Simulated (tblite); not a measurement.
Compound: C₇H₁₀O.
InChI=1S/C7H10O/c1-6-3-7(2)5-8-4-6/h4-5H,3H2,1-2H3

Level: GFN2-xTB in tblite, geometry and Hessian alike; calculated harmonic values, unscaled, isolated species. The method is semi-empirical: single wavenumbers can be off by several per cent or more.

Harmonic wavenumbers (cm⁻¹): 60.6, 142.4, 151.3, 247.1, 260.7, 329.3, 373.4, 417.0, 448.1, 459.5, 513.0, 713.7, 804.6, 831.6, 904.9, 931.0, 967.4, 977.1, 1008.9, 1023.9, 1059.6, 1072.3, 1164.6, 1180.6, 1184.7, 1233.9, 1263.1, 1316.2, 1355.5, 1406.0, 1406.2, 1478.6, 1478.8, 1482.7, 1486.5, 1487.2, 1742.3, 1755.5, 2851.7, 2898.5, 2989.1, 2989.8, 3006.4, 3007.5, 3047.5, 3049.8, 3083.2, 3083.9.

A = 3468, B = 1752, C = 1189 MHz; mass 110.073 u (most abundant isotopes); point group C2v, symmetry number 2.

Q: What is the zero-point energy?

A: Half the sum of the wavenumbers: 33064 cm⁻¹ = 94.53 kcal/mol.

Q: Give the ideal-gas entropy at 273.15 K and 1 bar in the rigid-rotor, harmonic-oscillator model (classical rotation).

A: Translation 39.60, rotation 26.55, vibration 18.45: S = 84.6 cal/(mol K).

Q: And Cp and H(273.15 K) − H(0)?

A: Cp = 30.52 cal/(mol K), of which vibrations give 22.57 (their classical limit is 48 R = 95.4); H(273.15 K) − H(0) = 5.05 kcal/mol without the zero-point energy, 2.88 from vibrations.

Q: What must be added to the electronic energy to get the Gibbs energy at 273.15 K and 1 bar?

A: ZPE + [H(273.15 K) − H(0)] − T·S = 94.53 + 5.05 − 23.11 = 76.47 kcal/mol.

Q: How do the functions run with temperature in this model?

A: 
```tsv
T (K)	S (cal/(mol K))	Cp (cal/(mol K))	H − H(0) (kcal/mol)	G − H(0) (kcal/mol)	ln q(vib)
100	62.9	15.2	1.09	-5.19	0.87
200	76.2	24.0	3.06	-12.17	2.59
300	87.6	33.0	5.90	-20.37	4.50
500	108.7	50.6	14.32	-40.02	8.58
800	136.7	68.4	32.39	-76.95	14.82
1000	152.8	76.2	46.88	-105.93	18.83
```

q(vib) and H(0) count from the zero-point level.

Hindered rotation and anharmonicity are outside this model.
